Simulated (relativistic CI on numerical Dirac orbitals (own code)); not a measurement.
**Line list: Electric-dipole lines, Ca**

Method of calculation: Dirac-Coulomb-Breit CI, orbitals from a KLI potential per configuration, model QED, valence Slater integrals scaled by 0.85, P86 correlation energy added to each configuration (own radial code, finite nucleus).

Configuration list (outside the closed core [Ar]): 4s2, 4s 4p, 4s 3d, 4s 5s, 3d 4p, 4s 5p, 4s 4d, 4p2, 3d2, 4s 6s, 4s 4f, 4s 6p, 4s 5d, 3d 4d, 4s 5f, 4s 5g. Levels of other configurations are missing.

```
λ vac (Å)            Lower             Upper   A (s⁻¹)  log gf  S velocity/length
   2556.2     4s2 1S_0 [1]  3d 4p 3D°_1 [27]  3.43e+03   -5.00               0.54
   2708.7     4s2 1S_0 [1]  4s 5p 3P°_1 [17]  3.27e+02   -5.97               1.71
   4228.6  4s 4p 3P°_1 [3]     4p2 3P_2 [22]  6.97e+07   -0.03               0.70
   4235.5  4s 4p 3P°_0 [2]     4p2 3P_1 [21]  9.16e+07   -0.13               0.70
   4243.9  4s 4p 3P°_1 [3]     4p2 3P_1 [21]  6.67e+07   -0.27               0.71
   4245.4  4s 4p 3P°_2 [4]     4p2 3P_2 [22]  2.00e+08    0.43               0.70
   4251.7  4s 4p 3P°_1 [3]     4p2 3P_0 [20]  2.69e+08   -0.14               0.70
   4260.8  4s 4p 3P°_2 [4]     4p2 3P_1 [21]  1.11e+08   -0.04               0.70
   4336.5     4s2 1S_0 [1]   4s 4p 1P°_1 [8]  2.29e+08    0.29               0.81
   5752.5   4s 3d 3D_3 [5]  3d 4p 3D°_3 [29]  6.44e+07    0.35               0.92
   5752.7   4s 3d 3D_2 [6]  3d 4p 3D°_3 [29]  8.41e+06   -0.53               0.94
   5761.8   4s 3d 3D_3 [5]  3d 4p 3D°_2 [28]  1.20e+07   -0.52               0.90
   5762.1   4s 3d 3D_2 [6]  3d 4p 3D°_2 [28]  4.94e+07    0.09               0.93
   5762.3   4s 3d 3D_1 [7]  3d 4p 3D°_2 [28]  1.11e+07   -0.56               0.94
   5768.2   4s 3d 3D_2 [6]  3d 4p 3D°_1 [27]  1.87e+07   -0.55               0.91
   5768.4   4s 3d 3D_1 [7]  3d 4p 3D°_1 [27]  5.35e+07   -0.10               0.93
   6940.6   4s 3d 1D_2 [9]  4s 5p 1P°_1 [23]  1.93e+07   -0.38               0.58
```

Terms are leading LS components. Brackets give the number of a level in order of energy, since labels repeat. The list gives strong lines, with weight on those to low levels, among the lowest 60 of 85 levels, so that lines to higher ones, which can be the strongest, are missing, and without lines across small gaps between configurations, and without 78 lines that miss the measured interval by over 3.5 %, start from a term whose rates miss tabulated ones by over 60 %, have gauges far apart or, lacking measured levels, span too small a gap for the errors found; lines with a level outside our table were not tested and can miss by more. Levels whose partners in the same complex of configurations lie outside the list can be far off, and so can their lines. Rates are taken at the computed energies, electric ones in the length gauge. A velocity-to-length ratio far from 1 marks an uncertain rate.

For a near-neutral ion this model can misplace configurations by up to about 10,000 cm⁻¹ (more where the count of f electrons changes) and terms by 10 to 25 % of their spread. Rates follow the energies as ν³ (E1, M1) or ν⁵ (E2), so they and the lifetimes can be off by large factors. The fine structure of a lone outer electron comes out too small, for d and f at times inverted, and misplaced configurations move strength between like terms. 28 of the 28 excited levels that our extract of the measured tables holds in this range could be paired (the sources list more); they are missed by 803 cm⁻¹ on average and 1600 at most, and levels without a partner can miss by more.

(1) From the table, what is the radiative lifetime of 3d 4p 3D°_1?

Answers

(1) The listed rates from this level add up to about 7.23e+07 s⁻¹, 100 % of its decay; with all channels τ = 1.38e-08 s.

LS names give the leading component of a level, which can be under half, so a name can repeat, a term be missing and a line seem to break the LS rules.
